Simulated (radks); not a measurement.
Sm45+, configuration [Ne] 3s2 3p5 (the NIST ground configuration).

All-electron calculation, scalar-relativistic Kohn-Sham, r2SCAN, spin-polarised, spherical densities, finite nucleus; open shells are filled with parallel spins first (spin-orbit coupling, left out, can overturn this in heavy ions); meta-GGA in the generalised Kohn-Sham scheme; Fermi nuclear charge, rms radius 5.0819 fm. Program: a radial shooting solver on a logarithmic mesh with Libxc functionals.

Energy parts (hartree):
part                       energy
total                  -8583.0132
kinetic                 9286.3372
electron-nucleus      -18841.7182
Hartree                 1110.0723
exchange-correlation    -137.7045

Orbitals (lengths in bohr, moments of r in powers of bohr):
orbital  occ.  eigenvalue (hartree)      <r^2>
1s up       1             -1823.410  0.0007049
1s down     1             -1823.251  0.0007048
2s up       1             -383.3487    0.01084
2s down     1             -383.3026    0.01084
2p up       3             -353.7421   0.008662
2p down     3             -353.6202   0.008663
3s up       1             -148.2114    0.06256
3s down     1             -147.8362    0.06266
3p up       3             -138.9844    0.06037
3p down     2             -138.6001    0.06046
3d up       0             -128.8871    0.04718
3d down     0             -128.5808    0.04715
4s up       0             -76.31977     0.2206
4s down     0             -76.14183     0.2215
4p up       0             -72.58698     0.2234
4p down     0             -72.41746     0.2243

The highest occupied level is 3p down at -3771.5 eV. The electron density at the nucleus is 5.572e+05 e/bohr^3 (large components only). Spin moment in Bohr magnetons: 1.
